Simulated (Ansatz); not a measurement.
Ansatz (a program for electronic structure) input (SVWN5/def2-TZVP):

Ansatz 0.2 input:
```yaml
crystal:
  periodic: [false, false, false]
  atoms:
    - {symbol: B, position_ang: [-0.00000000, -0.00000000, -1.31080356]}
    - {symbol: N, position_ang: [0.00000000, 0.00000000, 0.00000000]}
    - {symbol: B, position_ang: [0.00000000, 0.00000000, 1.31080356]}
basis:
  gaussian:
    orbitals: def2-TZVP
hamiltonian:
  xc: {name: SVWN5}
magnetization: {spin_polarized: true, initial_magnetization: 1}
relax: {f_tol: 0.003, max_steps: 100}
```

Output:

```
Functional definition: SVWN5
integrals: 0.01 GiB planned
493 factors; their error is unknown
mean field: 0.22 GiB planned
mean field evaluation 1: about -2801.8154 eV, gradient 5.3e1 eV
mean field evaluation 2: about -2755.8357 eV, gradient 9.6e1 eV
mean field evaluation 4: about -2812.3473 eV, gradient 2.3e0 eV
mean field evaluation 8: about -2812.3753 eV, gradient 2.2e-2 eV
mean field evaluation 16: about -2811.8270 eV, gradient 1.2e0 eV
mean field -2812.37479400 eV, -103.3528673832 hartree, gradient 1.0e-5 eV, S^2 0.753993; 2 other end points of the search recorded, 0 dependent functions left out
the calculation of the forces begins
reference -2812.37482492 eV, -103.3528685196 hartree; 9, 8 occupied and 84, 85 virtual orbitals, 493 factors
relax step   1: F+E_penalty+E_count = -2812.37479400 eV  Δ(F+E_penalty+E_count) = +0.000e0 eV  max|allowed force component| = 5.511e-2 eV/Å  Δτ_max = 0.0000 Å  (58 SCF iters, accepted)
these checks for a lower state are left out or cut short: starts, cluster_reference, orbital_swaps, neighbouring_geometries, increment
integrals: 0.01 GiB planned
493 factors; their error is unknown
mean field: 0.22 GiB planned
mean field evaluation 32: about -2812.3748 eV, gradient 3.8e-5 eV
mean field -2812.37484257 eV, -103.3528691684 hartree, gradient 3.8e-5 eV, S^2 0.753994; 1 other end points of the search recorded, 0 dependent functions left out
the calculation of the forces begins
reference -2812.37487350 eV, -103.3528703049 hartree; 9, 8 occupied and 84, 85 virtual orbitals, 493 factors
relax step   2: F+E_penalty+E_count = -2812.37484257 eV  Δ(F+E_penalty+E_count) = -4.858e-5 eV  max|allowed force component| = 1.520e-2 eV/Å  Δτ_max = 0.0007 Å  (42 SCF iters, accepted)
these checks for a lower state are left out or cut short: starts, cluster_reference, orbital_swaps, neighbouring_geometries, increment
integrals: 0.01 GiB planned
493 factors; their error is unknown
mean field: 0.22 GiB planned
mean field -2812.37484658 eV, -103.3528693158 hartree, gradient 2.1e-5 eV, S^2 0.753994; 1 other end points of the search recorded, 0 dependent functions left out
the calculation of the forces begins
reference -2812.37487751 eV, -103.3528704524 hartree; 9, 8 occupied and 84, 85 virtual orbitals, 493 factors
relax step   3: F+E_penalty+E_count = -2812.37484658 eV  Δ(F+E_penalty+E_count) = -4.012e-6 eV  max|allowed force component| = 3.263e-5 eV/Å  Δτ_max = 0.0003 Å  (41 SCF iters, accepted)
integrals: 0.01 GiB planned
493 factors; their error is unknown
mean field: 0.22 GiB planned
mean field evaluation 64: about -2811.8313 eV, gradient 1.2e-2 eV
mean field -2812.37484658 eV, -103.3528693158 hartree, gradient 2.1e-5 eV, S^2 0.753994; 4 other end points of the search recorded, 0 dependent functions left out
the calculation of the forces begins
reference -2812.37487751 eV, -103.3528704524 hartree; 9, 8 occupied and 84, 85 virtual orbitals, 493 factors
Total energy: -2812.37487751 eV, -103.3528704524 hartree
Atom 0 at     0.000000     0.000000    -1.311758 Å, force     0.000000     0.000000    -0.000033 eV/Å
Atom 1 at     0.000000    -0.000000    -0.000000 Å, force    -0.000000    -0.000000    -0.000000 eV/Å
Atom 2 at    -0.000000     0.000000     1.311758 Å, force     0.000000     0.000000     0.000033 eV/Å
Dipole moment:    -0.000000    -0.000000    -0.000000 e Å
```

It need not be the lowest isomer of its formula.
